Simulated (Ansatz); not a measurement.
# Ligand exchange: C3H2F4 + SnH3(CF3) → C3H3F3 + SnH2(CF3)F

Species: C3H2F4 (1,1,2,2-tetrafluorocyclopropane) `FC1(F)CC1(F)F`, singlet; SnH3(CF3), singlet; C3H3F3 `FC1CC1(F)F`, singlet; SnH2(CF3)F, singlet. The partners trade F for H: C–F and Sn–H bonds give way to C–H and Sn–F.

Shapes, held fixed at every level: PBE0-D4/def2-TZVP. Programs: Ansatz 0.2.0. The zero-point and thermal change to 298 K, harmonic and unscaled (PBE0-D4/def2-TZVP), is +9.6 kJ/mol.

| level | kind | ΔH(298 K) (kJ/mol) | less CCSD(T)/def2-TZVPP |
| --- | --- | --- | --- |
| SPW92/def2-TZVPP | LDA | -80.8 | +22.0 |
| r2SCAN0-D4/def2-TZVPP | global hybrid | -102.0 | +0.8 |
| B2PLYP/def2-TZVPP | double hybrid | -112.4 | -9.6 |
| MP2/def2-SVP | perturbation theory | -97.6 | +5.2 |
| CCSD/def2-SVP | coupled cluster or CI | -88.3 | +14.5 |
| CCSD/def2-TZVPP | coupled cluster or CI | -103.4 | -0.6 |
| CCSD(T)/def2-TZVPP | coupled cluster or CI | -102.8 | 0.0 |

The highest level, CCSD(T)/def2-TZVPP, gives ΔH(298 K) = -102.8 kJ/mol; the levels span -112.4 to -80.8. The column of differences is taken from that level and isn't an error. No measured value is set beside it here. For atoms past krypton def2 sets carry core potentials with scalar relativity. Outer-core shells of Sn are correlated, in sets that cover them unevenly.
